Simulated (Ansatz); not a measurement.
BCl₂F. The state is a triplet with charge 0. Geometry r2SCAN-D4/def2-TZVP, that of the neutral singlet; atoms count from 1.

| atom | x (Å) | y (Å) | z (Å) |
| --- | --- | --- | --- |
| B1 | 0.0587 | 0.0650 | 0.0375 |
| Cl2 | -1.5708 | -0.0530 | 0.6434 |
| Cl3 | 0.6440 | -0.9751 | -1.2324 |
| F4 | 0.8680 | 0.9631 | 0.5515 |

At PBE0-D4/def2-TZVP a singlet of charge 0 lies 6.49 eV below the triplet at the same geometry.

(1) Estimate the Mulliken populations from the PBE0/def2-TZVP orbitals of Ansatz.

(2) Where does the spin sit?

(3) And the Mayer bond orders between bonded heavy atoms (over 0.3)?

Answers

(1) 
```
atom  charge (e)  spin (α − β)
  B1        0.05          0.84
 Cl2        0.09          0.54
 Cl3        0.09          0.54
  F4       -0.24          0.07
```
Mulliken values and Mayer orders depend strongly on the basis.

(2) Summed by element: B 0.84, Cl 1.09, F 0.07, of 2 unpaired in all. Largest on single atoms: B1 0.84, Cl3 0.54, Cl2 0.54.

(3) B1–Cl2 1.01 (1.74 Å); B1–Cl3 1.01 (1.74 Å); B1–F4 1.10 (1.31 Å). Values over 0.3 also appear between atoms too far apart for a bond (Cl2–Cl3 0.41 at 3.05 Å); they arise where an orbital or an unpaired electron spreads over both atoms.
